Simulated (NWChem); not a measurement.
Species: BaCl$_{2}$ cation, doublet; SMILES of the neutral closed-shell parent [Ba]([Cl])[Cl]

```xyz
3

Ba     0.0000     0.0000    -0.9492
Cl     0.0000     1.3363     1.5633
Cl     0.0000    -1.3363     1.5633
```
Atoms are numbered in this order, from 1.

In the optimisation the excess spin sits in b2 (C2v, its own frame). All runs use the structure optimised with PBE0/def2-SVP, spin-unrestricted. The spin multiplicity was typed, not searched, and may not be the lowest. No stability test was run on the SCF state. def2 effective core potentials on Ba; no spin-orbit coupling.

Symmetry labels are those of C2v in the frame above (b1 and b2, or b-type labels, depend on it).

Q: List the 6 lowest vertical excitations from BHandHLYP/def2-SVPD with def2 effective core potentials on Ba, spin-unrestricted, TDA (NWChem).

A: 
```
state    energy (eV)  oscillator strength  symmetry of the excitation  <S²>
-------  -----------  -------------------  --------------------------  ----
state 1         1.62                0.000                          a2  0.77
state 2         2.33                0.000                          b2  0.77
state 3         2.57                0.000                          b1  0.77
state 4         2.73                0.010                          a1  0.77
state 5         3.75                0.265                          a1  0.76
state 6         5.64                0.000                          a1  0.76
```
